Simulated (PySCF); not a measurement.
Species: 6-methylfulvene, C7H8.
Atom-mapped SMILES: `[CH3:1][CH:2]=[C:3]1[CH:4]=[CH:5][CH:6]=[CH:7]1` (hydrogens: H8, H9, H10 on C1; H11 on C2; H12 on C4; H13 on C5; H14 on C6; H15 on C7)

Structure used (GFN2-xTB), in Å, numbered top down from 1:
```
atom  x, y, z in Å
C1    -2.3308    0.6861   -0.0610
C2    -1.3361   -0.4153   -0.0023
C3    -0.0012   -0.2845    0.0090
C4     0.8058    0.9312   -0.0321
C5     2.1027    0.5749    0.0019
C6     2.1966   -0.8730    0.0655
C7     0.9547   -1.3880    0.0704
H8    -2.9623    0.5669   -0.9424
H9    -2.9841    0.6395    0.8112
H10   -1.8557    1.6613   -0.0954
H11   -1.7561   -1.4141    0.0350
H12    0.4119    1.9287   -0.0817
H13    2.9546    1.2315   -0.0132
H14    3.1253   -1.4143    0.1013
H15    0.6702   -2.4229    0.1119
```

PySCF closed-shell single points with density fitting, gas phase. The input was altered on purpose; the results of an altered input aren't properties of the species above.

Task: What comes out at BP86/def2-SVPD with: at most 60 cycles, bond C1–C2 scaled by 1.3?

Result: E = -271.1471 Eh; HOMO -5.55 eV, LUMO -2.44 eV (gap 3.11 eV), in 12 cycles. The distance C1···C2 goes from 1.485 to 1.931 Å, the nuclear repulsion from 265.41 to 267.25 Eh. Only C2 was moved, along that bond; its nearest neighbour is now H11 at 0.982 Å. With bonds stretched this far the closed-shell solution need not be the lowest.

Coordinates of the altered input:
```
atom  x, y, z in Å
C1    -2.3308    0.6861   -0.0610
C2    -1.0377   -0.7457    0.0154
C3    -0.0012   -0.2845    0.0090
C4     0.8058    0.9312   -0.0321
C5     2.1027    0.5749    0.0019
C6     2.1966   -0.8730    0.0655
C7     0.9547   -1.3880    0.0704
H8    -2.9623    0.5669   -0.9424
H9    -2.9841    0.6395    0.8112
H10   -1.8557    1.6613   -0.0954
H11   -1.7561   -1.4141    0.0350
H12    0.4119    1.9287   -0.0817
H13    2.9546    1.2315   -0.0132
H14    3.1253   -1.4143    0.1013
H15    0.6702   -2.4229    0.1119
```

The SCF part of the output:
```
final grid: 121432 points
cycle   1  E = -271.0502977214  dE =  1.038e+00  |g| = 5.765e-01  |ddm| = 2.018e+01
cycle   2  E = -270.9555887588  dE =  9.471e-02  |g| = 8.266e-01  |ddm| = 5.958e+00
cycle   3  E = -271.1419872187  dE = -1.864e-01  |g| = 1.383e-01  |ddm| = 3.391e+00
cycle   4  E = -271.1455689050  dE = -3.582e-03  |g| = 7.581e-02  |ddm| = 7.899e-01
cycle   5  E = -271.1468796909  dE = -1.311e-03  |g| = 2.818e-02  |ddm| = 2.508e-01
cycle   6  E = -271.1470553742  dE = -1.757e-04  |g| = 1.221e-02  |ddm| = 1.017e-01
cycle   7  E = -271.1470987503  dE = -4.338e-05  |g| = 2.676e-03  |ddm| = 5.530e-02
cycle   8  E = -271.1471004972  dE = -1.747e-06  |g| = 9.441e-04  |ddm| = 1.070e-02
cycle   9  E = -271.1471006763  dE = -1.791e-07  |g| = 4.640e-04  |ddm| = 6.029e-03
cycle  10  E = -271.1471007279  dE = -5.161e-08  |g| = 4.260e-05  |ddm| = 1.672e-03
cycle  11  E = -271.1471007277  dE =  1.868e-10  |g| = 4.921e-05  |ddm| = 4.343e-04
cycle  12  E = -271.1471007284  dE = -6.719e-10  |g| = 1.119e-05  |ddm| = 1.639e-04
converged SCF energy = -271.1471007284
```
